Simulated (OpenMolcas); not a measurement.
2s² 2p² along the 6-electron sequence

```
Program             : OpenMolcas
Method              : CASSCF
Basis               : ANO-RCC-VQZP
Scalar Hamiltonian  : DKH2, point nucleus
Spin-orbit coupling : state interaction with AMFI integrals over the reference wave functions, term energies averaged over their components
```

Active space for each ion: 4 electrons in 8 orbitals (2s 2p 3s 3p).

Computed levels in cm-1 above ³P₀:

```
                               Level      C     N+    O2+    F3+   Ne4+
                                 ³P₁   14.8   45.8    108    217    395
                                 ³P₂   44.1    136    317    634   1137
                                 ¹D₂  11976  17567  22988  27946  33103
                                 ¹S₀  18840  29270  39659  49630  59802
weight of ³P in the lowest level (%)    100    100    100    100    100
```

Measured, with the error of the calculation in %. Measured levels: C, N+ from NIST Handbook of Basic Atomic Spectroscopic Data; O2+ from Moore, Selected Tables of Atomic Spectra, NSRDS-NBS 3, section 11; F3+ from Moore, Atomic Energy Levels, vol. I, NSRDS-NBS 35 (1971 reprint of NBS Circular 467, 1949); Ne4+ from NIST levels in Podobedova, Fuhr, Reader and Wiese, J. Phys. Chem. Ref. Data 33, 525 (2004).

```json
{"Level": "³P₁", "C": "16.4 (-10.1)", "N+": "48.7 (-5.9)", "O2+": "113 (-4.9)", "F3+": "225 (-3.5)", "Ne4+": "412 (-4.3)"}
{"Level": "³P₂", "C": "43.4 (+1.5)", "N+": "131 (+4.0)", "O2+": "", "F3+": "613 (+3.4)", "Ne4+": "1110 (+2.4)"}
{"Level": "¹D₂", "C": "10193 (+17.5)", "N+": "15316 (+14.7)", "O2+": "20273 (+13.4)", "F3+": "25241 (+10.7)", "Ne4+": "30292 (+9.3)"}
{"Level": "¹S₀", "C": "21648 (-13.0)", "N+": "32689 (-10.5)", "O2+": "43186 (-8.2)", "F3+": "53544 (-7.3)", "Ne4+": "63914 (-6.4)"}
```

The fine-structure level ³P₂ changes by a factor of 25.8 from C to Ne4+. Its fourth root runs 2.58, 3.41, 4.22, 5.02, 5.81, with steps per unit of Z of 0.84, 0.80, 0.80, 0.79; equal steps would mean a (Z - σ)^4 law with constant σ.

¹D₂ changes by a factor of 2.76 over the same range, with steps per unit of Z of +5590, +5420, +4960, +5160 cm-1.

Without dynamic correlation excited terms often stand tens of per cent too high (terms of higher spin than the ground term too low), and those without a measured partner can miss by more than the paired ones (holds for C; N+). The run also gave levels led by 2s² 2p 3s, which use shells meant for correlation; these and all levels above them are left out (holds for C; N+). Active for correlation alone: 3p 3s; no level in the range computed is led by a configuration that fills them, so any true level of that kind is missing (holds for O2+; F3+; Ne4+). Measured partners are found by configuration, term and J. A level has none where our copy of the source lacks it or the pairing is in doubt (some pairs that miss far off the trend of their configuration count as doubtful), and it then counts in no deviation. Only configurations of the active space appear.
